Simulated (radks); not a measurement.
Values are calculated unless marked as measured or tabulated.
Isoelectronic series with 60 electrons, each ion in its NIST ground configuration. Code: a radial shooting solver on a logarithmic mesh with Libxc functionals. Model: Dirac Kohn-Sham, PBEsol, spin-unpolarised, spherical densities, point nucleus; open shells fill j = l - 1/2 first. Total energies (hartree) and orbital eigenvalues (Ry) (* marks an orbital that is empty in some or all of the ions):

ion            configuration  E (hartree)     4f7/2*      4f5/2     5p3/2*
Nd              [Xe] 4f4 6s2   -9626.3881   -0.10834   -0.13778   -1.55315
Pm+             [Xe] 4f5 6s1  -10023.3571   -0.57509   -0.60955   -2.03632
Eu3+                [Xe] 4f6  -10846.9513   -2.39701   -2.44676   -3.64768
Gd4+                [Xe] 4f6  -11273.3357   -3.89692   -3.95733   -4.82424
Tb5+   [Kr] 4d10 4f7 5s2 5p5  -11709.1244   -5.15284   -5.22100   -5.97431
Dy6+   [Kr] 4d10 4f8 5s2 5p4  -12154.9965   -6.48737   -6.56386   -7.19177
Ho7+   [Kr] 4d10 4f9 5s2 5p3  -12611.0651   -7.89826   -7.98369   -8.47383
Er8+  [Kr] 4d10 4f10 5s2 5p2  -13077.4472   -9.38357   -9.47860   -9.81784
Tm9+  [Kr] 4d10 4f11 5s2 5p1  -13553.9386  -10.99173  -11.09721  -11.25263

Estimate the row of Sm2+ ([Xe] 4f6).

Answer. E (hartree) -10430.2678; 4f7/2* -1.12350; 4f5/2 -1.16333; 5p3/2* -2.60268.
